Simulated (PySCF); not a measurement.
Computed properties of Sb(F)2(OMe) (CH₃F₂OSb), SMILES C[O][Sb]([F])[F]

Sb(F)2(OMe) (CH₃F₂OSb), SMILES [O](C)[Sb]([F])[F]. The structure is a stationary point at B3LYP-D3(BJ)/def2-SVP. The def2 effective core potentials stand for the cores of Sb; spin–orbit coupling is left out. The values are those of a single conformer. All values are computed for the isolated molecule unless a solvent is named; none is compared with measurement here.

**Structure.** The optimised structure has Cs symmetry. All 18 harmonic modes at B3LYP-D3(BJ)/def2-SVP (PySCF) are real, so it is a minimum. With heavy atoms numbered as in [Sb:1]([F:2])([F:3])[O:4][CH3:5], the shortest bond between them is O4–C5 at 1.423 Å and the longest Sb1–O4 at 1.962 Å.

**Vibrations.** The strongest infrared lines (harmonic, unscaled, degenerate partners summed) lie at 1074 cm⁻¹ (224 km/mol, O 52 %, C 45 %), 619 cm⁻¹ (72 km/mol, F 86 %, Sb 14 %), 571 cm⁻¹ (64 km/mol, O 68 %, Sb 14 %, C 11 %). The softest mode is at 51 cm⁻¹ and the zero-point energy is 28.4 kcal/mol.

**Electronic structure.** ωB97X/def2-TZVP (PySCF) places the frontier levels at -10.98 and 0.46 eV, a gap of 11.44 eV, and gives a dipole moment of 2.37 D and a mean polarisability of 50.2 bohr³. PBE/def2-TZVP (PySCF) at the same geometry gives -6.91 and -2.25 eV, so its gap is 6.78 eV narrower. An orbital gap is neither the optical nor the fundamental gap.

**Excitations.** TDA-M06-2X/def2-SVPD (PySCF) has S1 at 6.51 eV (190 nm, f = 0.018, weak); the most intense of the 10 singlets computed lies at 8.47 eV (f = 0.36). T1 (TDA) is at 5.17 eV, 1.34 eV under S1. TDA-PBE/def2-SVPD (PySCF) puts S1 at 4.84 eV. No vertical singlet excitation falls in the visible range (under 3.1 eV).
